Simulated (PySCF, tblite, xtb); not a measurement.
System: H3P (cation, charge +1), doublet: umbrella (inversion) coordinate, bond length relaxed. Scanned: angle between the P-H bonds and the threefold axis (90 = planar). Other coordinates (P-H bond length) were minimised at PBE0/def2-TZVP. Each profile is relative to its own lowest point.

```json
[
 {"a / °": "90", "A": "0.157", "B": "0.083", "C": "0.177"},
 {"a / °": "93", "A": "0.144", "B": "0.075", "C": "0.163"},
 {"a / °": "96", "A": "0.110", "B": "0.055", "C": "0.129"},
 {"a / °": "99", "A": "0.065", "B": "0.029", "C": "0.084"},
 {"a / °": "102", "A": "0.024", "B": "0.007", "C": "0.040"},
 {"a / °": "105", "A": "0.000", "B": "0.000", "C": "0.008"},
 {"a / °": "108", "A": "0.006", "B": "0.016", "C": "0.000"},
 {"a / °": "111", "A": "0.050", "B": "0.063", "C": "0.022"},
 {"a / °": "114", "A": "0.142", "B": "0.148", "C": "0.082"},
 {"a / °": "117", "A": "0.287", "B": "0.277", "C": "0.184"},
 {"a / °": "120", "A": "0.491", "B": "0.454", "C": "0.335"},
 {"a / °": "123", "A": "0.758", "B": "0.687", "C": "0.539"},
 {"a / °": "126", "A": "1.095", "B": "0.981", "C": "0.803"},
 {"a / °": "129", "A": "1.505", "B": "1.346", "C": "1.132"},
 {"a / °": "132", "A": "1.997", "B": "1.719", "C": "1.534"}
]
```

Energies in eV.

### Question
Match the curves with the methods GFN1-xTB (xtb 6.7.1); tblite with GFN2-xTB, 300 K electronic temperature; unrestricted M06-2X/6-31G*, spherical d (PySCF).

### Answer
A is UKS-M06-2X/6-31G*; B is GFN2-xTB; C is GFN1-xTB.
